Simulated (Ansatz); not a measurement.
Consider the ligand exchange at the Si–O bond: `O[Si](F)(Cl)O[SiH3]` + CH₃OH → `CO[SiH3]` + `O[Si](O)(F)Cl`.

Isolated molecules relaxed with PBE0-D4/def2-TZVP in Ansatz; ΔE leaves out vibrations. CCSD(T)/CBS is the MP2 limit (def2-TZVPP, def2-QZVPP) plus CCSD(T) − MP2 in def2-TZVPP, frozen cores. This one scheme is used for every species. DFT in def2-TZVPP. B3LYP here is the variant with VWN-RPA as its local correlation; programs differ in this. One conformer a species, not always the lowest.

| level | ΔE (kJ/mol) | difference from CCSD(T)/CBS |
| --- | --- | --- |
| PBE-D4 | 12.2 | -4.8 |
| r2SCAN-D4 | 13.3 | -3.7 |
| PBE0-D4 | 15.2 | -1.8 |
| B3LYP-D4 | 17.3 | 0.3 |
| ωB97M-V | 14.4 | -2.6 |
| B2PLYP | 14.2 | -2.8 |
| r2SCAN | 12.4 | -4.6 |
| PBE0 | 12.8 | -4.2 |
| B3LYP | 13.6 | -3.4 |
| HF/def2-TZVPP | 20.5 | 3.5 |
| CCSD(T)/CBS | 17.0 | 0 |

Largest T1 diagnostic among the species: 0.011.

In def2-TZVPP, CCSD(T) changes the Hartree–Fock value by −4.5 kJ/mol (the triples alone add −1.0 kJ/mol) and MP2 by −5.6 kJ/mol. The D4 term adds +3.7 kJ/mol with B3LYP and +2.4 kJ/mol with PBE0; it sums over pairs of atoms, weighted by their polarisabilities, and B3LYP, whose exchange is more repulsive, gets the larger term.
